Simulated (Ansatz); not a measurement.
Isolated molecules relaxed with PBE0-D4/def2-TZVP in Ansatz; ΔE leaves out vibrations. CCSD(T)/CBS adds triple-zeta CCSD(T) − MP2 to the extrapolated MP2 energy (def2 sets, frozen cores). DFT in def2-TZVPP. B3LYP here is the variant with VWN-RPA as its local correlation; programs differ in this. For Ge outer-core shells are correlated without core-valence functions, which leaves a few kJ/mol of doubt a bond. Scalar relativity is left out up to krypton. Each species was taken in one conformer, which may not be the lowest.

Consider the cleavage of the Si–Si bond: `[AlH2][SiH]([SiH3])[SiH3]` + `[OH][GeH2][O][SiH3]` → `[SiH3][O][GeH2][O][SiH3]` + `[AlH2][SiH2][SiH3]`.

| level | ΔE (kcal/mol) |
| --- | --- |
| ωB97M-V | -20.2 |
| B3LYP | -20.4 |
| CCSD/def2-TZVPP | -21.0 |
| SCS-MP2/def2-QZVPP | -22.4 |

What does CCSD(T)/CBS give? (An estimate is asked.)

Ansatz gave: -19.7 kcal/mol. The listed levels differ from it by -0.5, -0.7, -1.3, -2.7 kcal/mol.

Largest T1 diagnostic among the species: 0.014.

From PBE to PBE0 (25 % exact exchange), in def2-TZVPP and without D4, ΔE moves by −2.0 kcal/mol. In def2-TZVPP, CCSD(T) changes the Hartree–Fock value by +7.3 kcal/mol (the triples alone add +1.2 kcal/mol) and MP2 by +6.7 kcal/mol.
